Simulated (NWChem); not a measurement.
CH3BeFS; SMILES C[S][Be][F]

```xyz
7

Be     0.1554    -1.0924    -0.0002
F     -0.2021    -2.4379     0.0000
S      0.6762     0.7317     0.0000
C     -0.9622     1.5571     0.0000
H     -1.5398     1.3165    -0.9024
H     -0.7639     2.6371     0.0058
H     -1.5447     1.3078     0.8968
```
Atoms are numbered in this order, from 1.

Results from NWChem. Structure relaxed at the PBE0/def2-SVP level.

Estimate the computed values for LRC-wPBEh/def2-SVP. Quantities: highest occupied level (eV); orbital gap (eV); dipole (D).


* **highest occupied level (eV)**: -9.03
* **orbital gap (eV)**: 10.29
* **dipole (D)**: 1.88
